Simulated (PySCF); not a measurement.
C8H9 (doublet state).
Cartesian coordinates in Å at the GFN2-xTB level; atoms count from 1:
```xyz
17
C8H9 angstrom
C     -2.719    0.768   -0.492
C     -1.658   -0.010   -0.063
C     -1.676   -1.392   -0.069
C     -0.471    0.648    0.413
C      0.235    1.709    0.686
C      0.916    0.388    0.956
C      1.974   -0.096    0.057
C      2.971   -0.881    0.432
H     -2.662    1.840   -0.473
H     -3.622    0.314   -0.858
H     -0.826   -1.956    0.268
H     -2.538   -1.933   -0.416
H      0.365    2.761    0.728
H      1.020    0.056    1.988
H      1.888    0.230   -0.973
H      3.072   -1.215    1.452
H      3.724   -1.220   -0.259
```

The hyperfine couplings belong to this conformer and change with its torsions.

As a line formula: `C(C1[C@H](C=1)C=C)(=C)[CH2]` [radical].

Theory: PySCF, UKS B3LYP, pcH-1 on C H, non-relativistic, mean-field spin-orbit, GIAO. One conformer (not necessarily the lowest) at the GFN2-xTB geometry, without solvent, vibrations or thermal averaging. The geometry wasn't refined by DFT: couplings that depend on bond lengths, twists or pyramidal angles can differ widely from those at the functional's own minimum. Stability of the SCF solution: not tested. ⟨S²⟩ is 0.790 where a pure state has 0.75.

Task: Match the computed a_iso(13C) values +58.9, +54.8, -50.6, +13.7, -10.4, -1.3 MHz with the sites C1; C2; C3; C4; C5; C7.

Result: 
```
site  a_iso (MHz)  ρ(0) (bohr⁻³)                 position  distance from C1 (Å)  spin population  largest |T| (MHz)
  C1        +58.9        +0.0524  largest spin population                  0.00            +0.73              109.7
  C2        -50.6        -0.0450           1 bond from C3                  1.38            -0.26               28.4
  C3        +54.8        +0.0487         a main spin site                  2.43            +0.68              101.6
  C4        +13.7        +0.0122          2 bonds from C3                  2.43            +0.06                8.1
  C5        -10.4        -0.0093          3 bonds from C1                  3.32            -0.10               15.7
  C7         -1.3        -0.0012          4 bonds from C3                  4.80             0.00                0.5
```

ρ(0) is the spin density at the nucleus and T the dipolar tensor. The largest Mulliken spin populations are on C1 (+0.73), C3 (+0.68), C2 (-0.26) and C5 (-0.10). The positive populations add up to 1.48 and the negative ones to -0.48, together 2S = 1. The angles at C1 add up to 360.0°, so it is planar; its axial dipolar tensor and the negative couplings of its protons fit spin in a p orbital normal to that plane. Main spin sites, with 60 % or more of the largest population: C1, C3; positions count bonds from the nearest.

Examples of negative spin density at the nucleus (bohr⁻³): C2 (-0.0450), H9 (-0.0101) and H10 (-0.0096).

H9 and H10 aren't averaged: C1 is flat or nearly so (angle sum 360°), and its turn about the short C1–C2 bond (1.38 Å) is taken as slow.

The run took 62 s wall (grids of density and orbitals included) on an Arm Neoverse V2 with one thread, on a shared host, and the process peaked at 0.98 GiB of memory.
